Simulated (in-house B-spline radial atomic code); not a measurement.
RPA and G0W0 on Hartree-Fock: Mg8+

Configuration [He] 2s2, mean-field start Hartree-Fock. Computed with a B-spline radial code for spherical atoms: all electrons, scalar-relativistic (spin-free one-electron X2C), finite nucleus, each spin shell either full or empty, empty states to l = 9 with an (l + 1/2)⁻⁴ tail; G0W0 by contour deformation at full frequency.

Command:
```bash
python run_gw.py task.json out
```
Settings (radii: box in bohr, nucleus in fm):
```
Z                        12
electrons                4
configuration            [He] 2s2
hamiltonian              x2c
method                   hf
lmax                     9
rms_radius               3.057
spin_polarised           False
box_radius               7.7
intervals                67
ion_configuration        [He] 2s1
```

Cost of the run: 2.3 s on 1 thread of Arm Neoverse N1, with other jobs on the host.

Energies (hartree):

| term | value |
| --- | --- |
| mean-field total | -162.26413 |
| Hartree-Fock functional on these orbitals | -162.26413 |
| direct second order | -0.27892 |
| second-order exchange | 0.13612 |
| SOSEX correction | 0.118 |

(1) What is the RPA correlation energy, and what remains with SOSEX?

Quasi-particle levels (eV):

```tsv
level	occupied	mean field	Σx - vxc	Σc	QP weight	G0W0
2s	yes	-324.26	0.00	?	?	?
1s	yes	-1648.62	0.00	3.93	0.985	-1644.69
2p	no	-265.25	0.00	-1.42	0.987	-266.68
```

G0W0 = mean field + (Σx - vxc) + Σc, with Σc (partial-wave tail included) taken at the quasi-particle energy.

(2) Where does G0W0 put 2s?

(3) What does it cost to remove one electron (to [He] 2s1) by differences of total energies, each species on its own start (correlation terms add to the Hartree-Fock functional)?

## Answers

(1) RPA gives -0.2419 hartree (-1.65 eV per electron); RPA + SOSEX gives -0.1239, and the second-order doubles (MP2) -0.14279 hartree. SOSEX takes back 49 % of the RPA value.

(2) At -327.32 eV, with Σc = -3.06 eV and a quasi-particle weight of 0.978. The tabulated removal energy is 327.99 ± 0.04 eV (NIST, semi-empirical); the calculation leaves out spin-orbit coupling, Breit and QED terms, and what these don't explain is the method's own error.

(3) Hartree-Fock functional 323.96 eV, + RPA 326.82 eV, + RPA + SOSEX 325.98 eV, + second order 326.46 eV. Tabulated: 327.99 ± 0.04 eV (NIST, semi-empirical); the calculation leaves out spin-orbit coupling, Breit and QED terms, and what these don't explain is the method's own error.
